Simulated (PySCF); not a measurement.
Germanium: a sound run and one with changed settings

Sound run: Ge(2+) [Ar] 3d10 4s2, Ge(3+) [Ar] 3d10 4s1. All numbers are calculated (PySCF 2.14, no relativity, point nucleus, in def2-TZVP (6s5p4d1f, 48 functions)). In the sound run the correlated levels freeze [Ar] 3d10. The sound run starts from symmetry-adapted Hartree-Fock orbitals and uses a fine grid where one is needed.

Changed run: initial guess atom, at most 50 SCF cycles, level shift 0.1 hartree.

```
species   method  sound run (hartree)  changed run (hartree)  converged
 Ge(2+)      UHF          -2074.48816            -2074.48816        yes
 Ge(2+)      PBE          -2075.73223            -2075.73223        yes
 Ge(2+)    B3LYP          -2076.09358            -2076.09358        yes
 Ge(2+)      MP2          -2074.51700            -2074.51375        yes
 Ge(2+)  CCSD(T)          -2074.52825            -2074.52825        yes
 Ge(3+)      UHF          -2073.32303            -2073.32303        yes
 Ge(3+)      PBE          -2074.48790            -2074.48790        yes
 Ge(3+)    B3LYP          -2074.84586            -2074.84586        yes
```

Ionisation energy of Ge(2+):

```json
{"method": "UHF", "sound run (eV)": "31.705", "changed run (eV)": "31.705"}
{"method": "PBE", "sound run (eV)": "33.860", "changed run (eV)": "33.860"}
{"method": "B3LYP", "sound run (eV)": "33.952", "changed run (eV)": "33.952"}
{"method": "MP2", "sound run (eV)": "32.490", "changed run (eV)": "32.401"}
{"method": "SCS-MP2", "sound run (eV)": "32.647", "changed run (eV)": "32.541"}
{"method": "CCSD", "sound run (eV)": "32.796", "changed run (eV)": "32.796"}
{"method": "CCSD(T)", "sound run (eV)": "32.796", "changed run (eV)": "32.796"}
{"method": "CCSDT", "sound run (eV)": "32.796", "changed run (eV)": "32.796"}
{"method": "FCI", "sound run (eV)": "32.796", "changed run (eV)": "32.796"}
```

A level shift leaves the converged SCF energy unchanged but raises the virtual orbital energies, which shrinks MP2 if it is not removed.

For comparison, NIST gives 34.058 eV between the lowest levels.
